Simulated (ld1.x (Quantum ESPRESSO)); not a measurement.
**Before and after: RRKJ potential for B**

ld1.x (Quantum ESPRESSO) 7.5 input, shortened:

```
&input
   title='B', zed=5., rel=1, dft='PBE', iswitch=3,
   config='[He] 2s1.75 2p1.25'
 /
 &inputp
   pseudotype=2, tm=.false., lloc=1,
   nlcc=.true., new_core_ps=.true., rcore=0.90
 /
2
2S  1  0   1.75   0.00  1.20  1.20  0.0
2P  2  1   1.25   0.00  2.75  2.75  0.0
 &test
   configts(1)='2s1.75 2p1.25'
 /
```

All-electron outer shells of the reference configuration (PBE, scalar-relativistic, ld1.x):

```tsv
shell	level (eV)	outermost node (bohr)	outermost maximum (bohr)
1s	-180.89	–	0.21
2s	-9.57	0.46	1.52
2p	-3.73	–	1.57
```

Change: wave 2p (bound): rc 2.75 bohr becomes 2p (bound): rc 3.62 bohr.

Cutoffs: the cutoffs (Ry, on a coarse ladder) from which the occupation-weighted sum of valence levels, in a spherical-Bessel basis at the reference potential, stays within 10 and 1 mRy of its value at 400 Ry; they do not see the model core or the augmentation charge, which bear on the density cutoff. Errors are all-electron minus pseudo energies relative to the spin-unpolarised reference configuration.

Question: Predict the effect on cutoff, ghosts and configuration errors.

Answer: The potential gets neither clearly harder nor softer (25 Ry and 40 Ry → 25 Ry and 40 Ry); the s channel sets the loose cutoff, while the largest relative change is in p, which becomes softer; of the 7 tests that both files solve, the error grows in 7 and shrinks in 0 by more than 15 % and 0.3 meV (median size 27.7 → 58.0 meV); neither file shows a bound ghost. More of the atom is replaced by a form fitted at one configuration, so other configurations suffer.

```tsv
quantity	base	changed
cutoff, loose	25 Ry	25 Ry
cutoff, tight	40 Ry	40 Ry
loose cutoff by channel (10 mRy a level)	s 21 Ry, p 12 Ry	s 21 Ry, p 8 Ry
bound ghosts	none	none
error for 2s2 2p1, meV [ΔE -1.46 eV]	-0.8	-2.2
error for 2s2 2p0, meV [ΔE 6.76 eV]	+64	+191
error for 2s1 2p0, meV [ΔE 32.18 eV]	+247	+611
error for 2s1 2p2, meV [ΔE 4.39 eV]	-7.0	-19
error for 2s1 2p1, meV [ΔE 12.90 eV]	-28	-58
error for 2s0 2p3, meV [ΔE 10.26 eV]	-39	-105
error for 2s2 2p0.5, meV [ΔE 1.43 eV]	+9.3	+32
```
